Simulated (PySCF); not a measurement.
Spin–spin couplings to the heavy atom in SMILES O=[Te](C)(C)=O, C2H6O2Te

Geometry:
```tsv
atom	x (Å)	y (Å)	z (Å)
C1	1.918	-1.094	-0.198
Te2	0.474	0.457	-0.395
C3	-1.234	-0.512	0.423
O4	0.943	1.808	0.726
O5	0.177	0.709	-2.169
H6	1.582	-1.955	-0.790
H7	2.864	-0.702	-0.594
H8	2.021	-1.342	0.866
H9	-2.067	0.201	0.367
H10	-1.450	-1.402	-0.183
H11	-1.019	-0.770	1.468
```

Calculated values (PySCF 2.14 with density-fitted X2C routines): indirect couplings, PBE0/pcJ-1 (dyall-v2z on Te), gas phase, finite nuclei, structure from PBE0-D3(BJ)/def2-SVP.

Non-relativistic values:
| coupling | atoms | J (Hz) |
| --- | --- | --- |
| 1J(125Te,13C) | Te2 – C1/C3 | 96.6 |
| 1J(125Te,17O) | Te2 – O4/O5 | -771.2 |
| 2J(125Te,1H) | Te2 – H6/H7/H8/H9/H10/H11 | 12.1 |

Task: What do two-component X2C with spin–orbit coupling give?

Result: 
```tsv
coupling	atoms	with spin–orbit (Hz)
1J(125Te,13C)	Te2 – C1/C3	195.7
1J(125Te,17O)	Te2 – O4/O5	-924.4
2J(125Te,1H)	Te2 – H6/H7/H8/H9/H10/H11	-0.1
```

The largest listed coupling, 1J(125Te,17O), ends at 1.20 times its non-relativistic value. Equivalent partners are averaged, as under fast rotation.
